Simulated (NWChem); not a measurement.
# PbBrF, singlet; SMILES [Br][Pb][F]

Low-valent species are run as closed-shell singlets; no triplet was tried in these runs. This build's default masses of Se (78.918 u) and Br (79.917 u) are each other's, which moves their modes by up to 0.6 %. def2 effective core potentials on Pb; no spin-orbit coupling.

Q: Give the equilibrium geometry at PBE0/def2-SVP with def2 effective core potentials on Pb (NWChem) as a Z-matrix, with the point group.

A: point group Cs; any orientation.
```
Pb
F 1 2.0556
Br 1 2.6299 2 99.29
```
